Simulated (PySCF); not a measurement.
## Calculated properties of `[Cl][Sn][Cl]`

Compound: SnCl₂.
Z-matrix (Å and degrees, PBE0-D3(BJ)/def2-SVP geometry), rows numbered from 1:
```
Sn
Cl  1  2.3845
Cl  1  2.3850  2   97.55
```

From PBE0-D3(BJ)/def2-SVP geometry optimisation, gas phase, def2 core potentials past Kr (PySCF):

```
Point group                  : C2v
Rotational constants A, B, C : 4.632, 2.246, 1.513 GHz
```

**CAM-B3LYP/def2-SVPD ground state and vertical TDDFT (core frozen in the response) (PySCF)**

```
Dipole moment                                          : 3.65 D
HOMO energy                                            : -9.42 eV
LUMO energy                                            : -2.36 eV
HOMO–LUMO gap                                          : 7.06 eV
Lowest singlet excitation                              : 3.89 eV (319 nm, f = 0.029)
Strongest line among the 10 lowest singlet transitions : S8 at 6.45 eV (192 nm, f = 0.268)
Lowest triplet excitation (Tamm–Dancoff)               : 2.90 eV
Static isotropic polarisability                        : 69.3 au
```

**PBE0/pcSseg-1 (def2-TZVP on Sn) ground state and GIAO shieldings (PySCF)**

```
Lowest Mulliken atomic charge                               : -0.31 e on Cl2/Cl3
Highest Mulliken atomic charge                              : +0.61 e on Sn1
Isotropic shieldings of nuclei other than C and H, by class : 488 (Cl2/Cl3) ppm
Mayer bond orders between heavy atoms                       : Sn1–Cl2 1.08, Sn1–Cl3 1.08
```

Monoisotopic mass from the formula: 189.8399 u.

The polarisability is 10.27 Å³ as a volume (1 au = 0.148185 Å³). S1 lies 3.17 eV below the HOMO–LUMO gap; its leading configuration is HOMO→LUMO, weight 0.99. The vertical singlet–triplet gap S1 − T1 is 0.99 eV (TDDFT singlet less Tamm–Dancoff triplet; S1: HOMO→LUMO, weight 0.99; T1: HOMO→LUMO, weight 0.96). The dipole matches unit charges of opposite sign 0.76 Å apart (1 e·Å = 4.8032 D). The principal polarisabilities are 51.8, 71.0 and 85.0 au; their mean is the isotropic value.

Atoms past krypton carry effective core potentials; spin–orbit coupling is left out. Atoms bound to Sn lack the heavy atom's spin–orbit term in their shielding, so their NMR values are less reliable.
